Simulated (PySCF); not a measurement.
## Working out the ionisation energy of Ge

Ge [Ar] 3d10 4s2 4p2 (3P) → Ge⁺ [Ar] 3d10 4s2 4p1 (2P). Calculation: PySCF 2.14, in aug-cc-pVDZ-DK; the spin-free X2C one-electron Hamiltonian (Gaussian nucleus). Frozen: [Ar] 3d10. Energies in hartree (1 hartree = 27.21139 eV):

| part | Ge (lower) | Ge⁺ (upper) |
| --- | --- | --- |
| UHF | -2096.959641 | -2096.687206 |
| CCSD correlation | -0.057002 | -0.046217 |
| (T) | -0.000902 | -0.000457 |

Problem. What does Hartree-Fock give?

Solution. (-2096.687206) − (-2096.959641) = 0.272435 hartree = 7.413 eV.

Problem. What do CCSD and CCSD(T) give?

Solution. The CCSD correlation energies differ by 0.010785 hartree = 0.293 eV and the triples by 0.000445 hartree = 0.012 eV, so CCSD gives 7.706 eV and CCSD(T) 7.718 eV.

Measured between the centres of the two terms (NIST): 7.925 eV, so CCSD(T) (valence) is off by -0.207 eV.

A double-zeta basis recovers only part of the correlation energy.

What remains against the reference includes basis incompleteness, the frozen core and higher excitations.
